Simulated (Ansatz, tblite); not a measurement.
Dissociation curve of Bi(Me)3, SMILES [Bi]([CH3])([CH3])[CH3] (C3H9Bi). The Bi1–C10 bond (Bi1 also carries C, C; C10 carries H, H, H) is varied alone, starting from the PBE0/def2-SVP, def2 effective core potentials past Kr optimised geometry.

Levels of theory: GFN2-xTB, 300 K electronic temperature (tblite); UKS-PBE0 = Ansatz (a first-principles code) with unrestricted PBE0/def2-SVP, def2 effective core potentials past Kr.

Energies relative to the lowest point of each curve near equilibrium, in mEh; the last columns give the difference from UKS-PBE0:

| R / Å | GFN2-xTB | UKS-PBE0 | GFN2-xTB − UKS-PBE0 |
|---|---|---|---|
| 1.86 | 83.6 | 67.1 | 16.5 |
| 2.02 | 22.5 | 19.9 | 2.6 |
| 2.13 | 5.8 | 5.5 | 0.3 |
| 2.19 | 1.7 | 1.8 | -0.1 |
| 2.28 | 0.0 | 0.0 | 0.0 |
| 2.37 | 2.3 | 1.7 | 0.6 |
| 2.44 | 6.0 | 4.7 | 1.4 |
| 2.57 | 16.1 | 12.8 | 3.3 |
| 2.77 | 35.8 | 28.8 | 7.0 |
| 3.01 | 60.9 | 49.5 | 11.5 |
| 3.32 | 89.0 | 71.7 | 17.4 |
| 3.77 | 116.2 | 86.4 | 29.9 |
| 4.24 | 130.4 | 92.0 | 38.4 |
| 4.80 | 136.0 | 94.2 | 41.7 |
| 5.59 | 137.2 | 95.1 | 42.2 |
| 6.61 | 137.7 | 95.2 | 42.5 |

GFN2-xTB is furthest from UKS-PBE0 at 6.61 (42.5 mEh, above); its mean absolute difference over the points is 16.0 mEh.

The unrestricted solution behind UKS-PBE0 changes between 3.32 and 3.77 Å, which can leave a kink. The unrestricted determinant behind UKS-PBE0 is spin-contaminated at 3.32 to 6.61 Å (<S²> up to 1.0, against 0.00 for a pure singlet).
